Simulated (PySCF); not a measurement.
Atomic charges by several schemes

Compound: C4H9ClOSi2.
Z-matrix (Å and degrees, GFN2-xTB geometry), rows numbered from 1:
```
C 
C   1  1.3217
Si  2  1.9044  1  137.11
O   3  1.6657  2   85.92  1   176.98
Si  4  1.6739  3  102.27  2     1.88
C   5  1.8906  2  120.57  1    69.55
C   5  1.9084  2  115.28  1   -68.57
Cl  7  1.7788  5  109.07  2    83.67
H   1  1.0806  2  122.28  3  -179.07
H   1  1.0809  2  121.98  3     0.69
H   3  1.4545  2  117.37  1    67.87
H   3  1.4547  2  115.75  1   -74.13
H   6  1.0843  5  110.63  2   -84.79
H   6  1.0861  5  110.74  2   155.59
H   6  1.0849  5  111.39  2    35.53
H   7  1.0872  5  112.83  2   -34.74
H   7  1.0872  5  112.58  2  -158.15
```

Density: PBE0/pcSseg-1 (PySCF); schemes: Mulliken, IAO, Hirshfeld and ESP-fitted. Geometry: GFN2-xTB, one conformer, isolated molecule.

Task: Atoms with like bonding are taken together and averaged. Which atoms carry the highest charge in the Mulliken, IAO, Hirshfeld and ESP-fitted schemes?

Result: All schemes agree: Mulliken Si5 (+1.215); IAO Si5 (+1.248); Hirshfeld Si5 (+0.434); ESP-fitted Si5 (+1.069).

Task: At which atom do the 4 schemes differ most?

Result: At Si5: from +0.434 (Hirshfeld) to +1.248 e (IAO), 0.814 e apart.

Task: For which atoms does the sign change between the 4 schemes (beyond +0.03 e in one, beyond −0.03 e in another)?

Result: For none.

Task: What partial charge does each atom carry?

Result: In e; atoms taken as equivalent share a row and are averaged (×n: the atom named and its like, n in all):

```json
{"atom": "C1", "environment": "terminal =CH2 carbon", "Mulliken": "-0.034", "IAO": "-0.251", "Hirshfeld": "-0.077", "ESP-fitted": "-0.254"}
{"atom": "C2", "environment": "fully substituted alkene carbon", "Mulliken": "-0.816", "IAO": "-0.548", "Hirshfeld": "-0.190", "ESP-fitted": "-0.503"}
{"atom": "Si3", "environment": "oxygen-bound silicon", "Mulliken": "+0.832", "IAO": "+0.987", "Hirshfeld": "+0.397", "ESP-fitted": "+0.794"}
{"atom": "O4", "environment": "siloxane oxygen", "Mulliken": "-0.718", "IAO": "-0.914", "Hirshfeld": "-0.341", "ESP-fitted": "-0.676"}
{"atom": "Si5", "environment": "oxygen-bound silicon", "Mulliken": "+1.215", "IAO": "+1.248", "Hirshfeld": "+0.434", "ESP-fitted": "+1.069"}
{"atom": "C6", "environment": "Si-methyl carbon", "Mulliken": "-0.624", "IAO": "-0.736", "Hirshfeld": "-0.213", "ESP-fitted": "-0.696"}
{"atom": "C7", "environment": "sp3 C–Cl carbon", "Mulliken": "-0.506", "IAO": "-0.550", "Hirshfeld": "-0.129", "ESP-fitted": "-0.624"}
{"atom": "Cl8", "environment": "alkyl chlorine", "Mulliken": "-0.182", "IAO": "-0.106", "Hirshfeld": "-0.069", "ESP-fitted": "-0.121"}
{"atom": "H9", "environment": "vinylic hydrogen", "Mulliken": "+0.121", "IAO": "+0.151", "Hirshfeld": "+0.048", "ESP-fitted": "+0.151"}
{"atom": "H10", "environment": "vinylic hydrogen", "Mulliken": "+0.115", "IAO": "+0.145", "Hirshfeld": "+0.048", "ESP-fitted": "+0.159"}
{"atom": "H11", "environment": "Si–H hydrogen", "Mulliken": "-0.104", "IAO": "-0.137", "Hirshfeld": "-0.073", "ESP-fitted": "-0.138"}
{"atom": "H12", "environment": "Si–H hydrogen", "Mulliken": "-0.106", "IAO": "-0.139", "Hirshfeld": "-0.074", "ESP-fitted": "-0.140"}
{"atom": "H13/H14/H15", "environment": "methyl hydrogen", "Mulliken": "+0.148", "IAO": "+0.166", "Hirshfeld": "+0.046", "ESP-fitted": "+0.169"}
{"atom": "H16", "environment": "methylene hydrogen", "Mulliken": "+0.180", "IAO": "+0.175", "Hirshfeld": "+0.050", "ESP-fitted": "+0.234"}
{"atom": "H17", "environment": "methylene hydrogen", "Mulliken": "+0.180", "IAO": "+0.174", "Hirshfeld": "+0.051", "ESP-fitted": "+0.238"}
```

Mean size of the charges over all atoms: IAO 0.398 e, ESP-fitted 0.371 e, Mulliken 0.363 e, Hirshfeld 0.137 e. Each set sums to the total charge, 0, to within 0.001 e. The ESP scheme fits charges at the nuclei, held to the total charge, to the electrostatic potential on points at 1.4 to 2.0 times the van der Waals radii. The Mulliken scheme gives each basis function's population to the atom it is centred on and halves the overlap population of two atoms between them.

Task: How many electrons does the Hirshfeld scheme count on Cl8?

Result: Z − q = 17 − (-0.069) = 17.069.

Task: Sum the charges by element, for elements with more than one atom.

Result: 
```
element  atoms  Mulliken     IAO  Hirshfeld  ESP-fitted
      C      4    -1.979  -2.085     -0.610      -2.077
     Si      2    +2.047  +2.235     +0.831      +1.863
      H      9    +0.832  +0.869     +0.189      +1.012
```

The run behind these numbers computed NMR shieldings as well. Time: 55 s wall (with the writing of density and orbital grids); peak memory 0.92 GiB. Hardware: Intel Xeon, one thread, no GPU, on a shared host.
